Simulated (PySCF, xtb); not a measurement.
Ge(OH) (GeHO), SMILES [Ge][OH] (connectivity only; charge and spin as stated), neutral, multiplicity 2.

Harmonic wavenumbers (cm⁻¹) from GFN2-xTB (xtb 6.7.1) at its own minimum, in rising order: 521, 627, 3569.

What does PBE-D3(BJ)/def2-TZVP in PySCF give at its own minimum? (The exact figures need the calculation; the answer reports its results.)

647, 766, 3689. Paired by order, the mean absolute difference is 128 cm⁻¹ and the zero-point energies are 6.7 and 7.3 kcal/mol.
